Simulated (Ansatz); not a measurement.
`[NH]=[V]([NH2])([F])[F]` + HCl → `[NH]=[V]([F])([F])[Cl]` + NH₃ at 298.15 K and 1 bar (ligand exchange at a V–N bond).

Program: Ansatz. Geometries: PBE0-D4/def2-TZVP. ΔE: electronic, gas phase. CCSD(T)/CBS adds triple-zeta CCSD(T) − MP2 to the extrapolated MP2 energy (def2 sets, frozen cores). This one scheme is used for every species. For V outer-core shells are correlated without core-valence functions, which leaves a few kJ/mol of doubt a bond. Scalar relativity is left out up to krypton. Each species was taken in one conformer, which may not be the lowest.

```
                  species  CCSD(T)/CBS energy (Eh)  H − E (kJ/mol)  S (J/(mol·K))
`[NH]=[V]([NH2])([F])[F]`              -1254.37567           136.9          336.2
                      HCl               -460.38127            26.6          186.8
 `[NH]=[V]([F])([F])[Cl]`              -1658.26502            71.9          338.6
                      NH₃                -56.50880           100.5          192.4
```

H − E and S are ideal-gas, rigid-rotor, harmonic terms from PBE0-D4/def2-TZVP, for one conformer and one mirror image of each species. 1 Eh = 2625.50 kJ/mol, R = 8.31446 J/(mol·K).

By hand: ΔE, ΔH, ΔS and ΔG.

ΔE = (-1658.26502) + (-56.50880) − (-1254.37567) − (-460.38127) = -0.01688 Eh = -44.3 kJ/mol. Δ(H − E) = 71.9 + 100.5 − 136.9 − 26.6 = 8.9, so ΔH = -35.4 kJ/mol. ΔS = 338.6 + 192.4 − 336.2 − 186.8 = 8.0 J/(mol·K). ΔG = -35.4 − 298.15 × (8.0)/1000 = -37.8 kJ/mol.

By hand: the equilibrium constant, and the temperature at which ΔG would vanish if ΔH and ΔS stayed fixed.

log₁₀ K = −ΔG/(RT ln 10) = 6.6. ΔH and −TΔS have one sign here, so there is no such temperature.

The number of gas molecules stays the same, so ΔS is small and ΔH decides. A doubt of 5 kJ/mol in ΔE shifts log₁₀ K by 0.9 here. Other conformers and mirror images would add mixing entropy, several J/(mol·K) or more a flexible species. These are equilibria of isolated gas molecules and say nothing of rates. Largest T1 diagnostic: 0.030 (customary marks: 0.02 for closed shells, 0.045 for open ones).

ΔS is within the doubt of such terms, so its sign, and with it that verdict, could turn.
